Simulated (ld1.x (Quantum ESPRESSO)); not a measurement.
# Varying the ultrasoft potential for I

Base potential:

ld1.x (Quantum ESPRESSO) 7.5 input, shortened:

```
&input
   title='I', zed=53., rel=1, dft='PBE', iswitch=3,
   config='[Kr] 4d10 5s2 5p5'
 /
 &inputp
   pseudotype=3, tm=.true., lloc=-1, rcloc=1.90,
   nlcc=.true., rcore=1.25
 /
6
5S  1  0   2.00   0.00  1.75  1.85  0.0
5S  1  0   0.00  -0.60  1.75  1.85  0.0
5P  2  1   5.00   0.00  1.70  2.15  0.0
5P  2  1   0.00   0.35  1.70  2.15  0.0
4D  3  2  10.00   0.00  0.95  1.35  0.0
4D  3  2   0.00  -2.45  0.95  1.35  0.0
 &test
   configts(1)='4d10 5s2 5p5'
 /
```

All-electron outer shells of the reference configuration (PBE, scalar-relativistic, ld1.x):

```csv
shell,level (eV),outermost node (bohr),outermost maximum (bohr)
4s,-180.60,0.37,0.68
4p,-127.57,0.37,0.72
4d,-50.28,0.35,0.78
5s,-17.41,0.88,1.70
5p,-7.09,0.96,2.02
```

Cutoffs, loose and tight: the cutoffs (Ry, on a coarse ladder) from which the occupation-weighted sum of valence levels, in a spherical-Bessel basis at the reference potential, stays within 10 and 1 mRy of its value at 400 Ry. They do not see the model core or the augmentation charge, which bear on the density cutoff. Test errors are all-electron minus pseudo excitation energies from the reference, over the configurations 4d10 5s2 5p4; 4d10 5s2 5p3; 4d10 5s2 5p2; 4d10 5s2 5p1; 4d9 5s2 5p6; 4d10 5s2 5p5.3; 4d9 5s2 5p5. A dash means not determined; rows that change the core or the reference have their own tests. The largest error is taken over the tests solved by every variant that gives reliable tests at all: 4d10 5s2 5p1; 4d10 5s2 5p2; 4d10 5s2 5p3; 4d10 5s2 5p4; 4d9 5s2 5p5; 4d9 5s2 5p6.

| change | outcome | cutoff, loose | cutoff, tight | bound ghosts | largest test error (meV) |
| --- | --- | --- | --- | --- | --- |
| base | generated | 90 Ry | 140 Ry | none | -362 |
| core correction none | generated | 90 Ry | 140 Ry | none | -326 |
| core correction a·sin(br)/r model core inside 0.56 bohr | generated | 90 Ry | 140 Ry | none | -392 |
| core correction a·sin(br)/r model core inside 0.66 bohr | generated | 90 Ry | 140 Ry | none | -392 |
| core correction a·sin(br)/r model core inside 0.78 bohr | generated | 90 Ry | 140 Ry | none | -391 |
| core correction a·sin(br)/r model core inside 0.94 bohr | generated | 90 Ry | 140 Ry | none | -388 |
| core correction a·sin(br)/r model core inside 1.08 bohr | generated | 90 Ry | 140 Ry | none | -379 |
| core correction a·sin(br)/r model core inside 1.26 bohr | generated | 90 Ry | 140 Ry | none | -361 |
| core correction a·sin(br)/r model core inside 1.36 bohr | generated | 90 Ry | 140 Ry | none | -350 |
| core correction a·sin(br)/r model core inside 1.46 bohr | generated | 90 Ry | 140 Ry | none | -343 |
| core correction a·sin(br)/r model core inside 1.62 bohr | generated | 90 Ry | 140 Ry | none | -334 |
